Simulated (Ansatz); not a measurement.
SnH2Cl (SMILES [Cl][SnH2]): the vertical ionisation energy, rung by rung

SnH2Cl: 4 atoms, total charge 0, spin state doublet. SMILES: `[Cl][SnH2]`. The shape is that of a PBE0-D4/def2-TZVP optimisation.

Each level gives the vertical ionisation energy (to the singlet cation) (eV). The values are calculated.

```json
{"level": "UHF/STO-3G", "kind": "Hartree–Fock", "program": "Ansatz", "value (eV)": "6.31", "CPU time (all runs)": "1.2 s"}
{"level": "U-revPBE/STO-3G", "kind": "GGA", "program": "Ansatz", "value (eV)": "6.46", "CPU time (all runs)": "4.4 s"}
{"level": "U-r2SCAN/STO-3G", "kind": "meta-GGA", "program": "Ansatz", "value (eV)": "6.67", "CPU time (all runs)": "13 s"}
{"level": "UPBE0/STO-3G", "kind": "global hybrid", "program": "Ansatz", "value (eV)": "6.69", "CPU time (all runs)": "4.9 s"}
{"level": "UCAM-B3LYP/STO-3G", "kind": "range-separated hybrid", "program": "Ansatz", "value (eV)": "6.76", "CPU time (all runs)": "5.4 s"}
{"level": "RPA@PBE/STO-3G", "kind": "RPA", "program": "Ansatz", "value (eV)": "5.45", "CPU time (all runs)": "5.6 s"}
{"level": "UBCCD(T)/STO-3G", "kind": "coupled cluster or CI", "program": "Ansatz", "value (eV)": "?", "CPU time (all runs)": "1.6 s"}
{"level": "UCCSDT(Q)/STO-3G", "kind": "coupled cluster or CI", "program": "Ansatz", "value (eV)": "5.75", "CPU time (all runs)": "2.8 s"}
{"level": "UCCSDT/STO-3G", "kind": "coupled cluster or CI", "program": "Ansatz", "value (eV)": "5.75", "CPU time (all runs)": "2.1 s"}
{"level": "FCI/STO-3G", "kind": "exact in the basis", "program": "Ansatz", "value (eV)": "5.75", "CPU time (all runs)": "10 s"}
```

Question: Estimate what the levels marked ? give.

Answer: As computed at these levels: UBCCD(T)/STO-3G: 5.77 eV. All-electron rows without a relativistic Hamiltonian named are non-relativistic. Spin-orbit coupling, which can split open shells on such heavy atoms by tenths of an eV, is left out. The values span 5.45 to 6.76 eV. All rows use very small basis sets, so even the best lies far from the true value. In the correlated wave-function rows the outer d shell of Sn is correlated, in sets not made for it. Times are those of the runs behind each value, whatever else they computed, on shared processors of several kinds: orders of magnitude only.
